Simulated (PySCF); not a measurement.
Er: excitation energy

Er [Xe] 4f12 6s2 (high-spin determinant) → Er [Xe] 4f11 6s2 6p1 (high-spin determinant), as a difference of total energies. All numbers are calculated (PySCF 2.14, scalar relativity by spin-free X2C-1e, in x2c-TZVPPall). Correlated levels: valence: [Kr] 4d10 frozen; valence and next inner shell: [Ar] 3d10 frozen. The calculations carry no spin-orbit coupling.

```json
{"method": "UHF", "excitation energy (cm⁻¹)": "-10922"}
{"method": "LDA", "excitation energy (cm⁻¹)": "35862"}
{"method": "PBE0", "excitation energy (cm⁻¹)": "22012"}
{"method": "MP2 (valence)", "excitation energy (cm⁻¹)": "29645"}
{"method": "SCS-MP2 (valence)", "excitation energy (cm⁻¹)": "24939"}
{"method": "MP2 (valence and next inner shell)", "excitation energy (cm⁻¹)": "34080"}
{"method": "SCS-MP2 (valence and next inner shell)", "excitation energy (cm⁻¹)": "27923"}
```

A first-order spin-orbit estimate (lowest level to lowest level, LS coupling) adds -0.102 eV.

The basis was made for the ground configuration and has no added diffuse functions, so the excitation energy can come out too high.

The determinant of the upper state and of the lower state mixes LS terms, which raises its energy above the lowest term, most at the Hartree-Fock and MP2 levels.
